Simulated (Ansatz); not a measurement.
Cost and result up the ladder for the cluster Au₃I₂ (5 atoms). Charge 0, multiplicity 2. Geometry: PBE-D4/def2-SVP.

```xyz
5

Au   -1.655   -1.878   -0.330
Au   -0.730    0.083    1.170
Au    0.384   -0.475   -1.238
I    -0.318    1.798    3.052
I     2.320    0.472   -2.655
```

Ansatz on 4 threads of Intel Xeon on a shared host. Times are rough, and most runs start from the orbitals of an earlier one. ωB97M-V/def2-TZVP serves as the yardstick here, not as an exact answer. Differences are given only for rows in sets of like size (and for xTB, whose basis is part of the method), since another set adds its own error. Binding counts from free atoms at the same level (Au doublet, I doublet; other spins of the atoms weren't run), without zero-point energy or a counterpoise term.

In the def2 sets Au, I take a core potential; there is no spin–orbit coupling. HSE06 is defined as in plane-wave codes, on full-range PBE exchange. Correlated methods freeze 8 core orbitals; core or outer-core shells of Au, I are correlated, in sets that lack core-valence functions. HOMO above LUMO, or a gap near zero within one spin, warns that the state may not be the lowest or that an electron is smeared out. No other spin state of charge 0 was run. Another isomer (doublet) lies 0.59 eV lower at PBE0-D4/def2-TZVP; other spin states weren't run for this one.

Correlated methods converge slowly with the basis.

| level | functions | wall time | binding energy per atom (eV) | difference from ωB97M-V/def2-TZVP (eV) | remarks |
| --- | --- | --- | --- | --- | --- |
| PBE-D4/def2-SVP | 148 | 3.6 s | 1.72 | – | gap within one spin near zero |
| revPBE-D4/def2-TZVP | 220 | 6 s | 1.63 | 0.21 | – |
| PBE-D4/def2-TZVP (with forces) | 220 | 6.5 s | 1.77 | 0.35 | gap within one spin near zero |
| PBE0-D4/def2-SVP | 148 | 7.5 s | 1.52 | – | – |
| HSE06-D4/def2-TZVP | 220 | 11 s | 1.60 | 0.18 | – |
| r2SCAN-D4/def2-TZVP | 220 | 12 s | 1.77 | 0.35 | – |
| PBE0-D4/def2-TZVP | 220 | 13 s | 1.59 | 0.17 | – |
| MP2/def2-TZVP | 220 | 13 s | 1.62 | 0.20 | – |
| RPA@PBE/def2-TZVP | 220 | 16 s | 1.41 | -0.01 | – |
| ωB97M-V/def2-TZVP | 220 | 61 s | 1.42 | 0.00 | – |
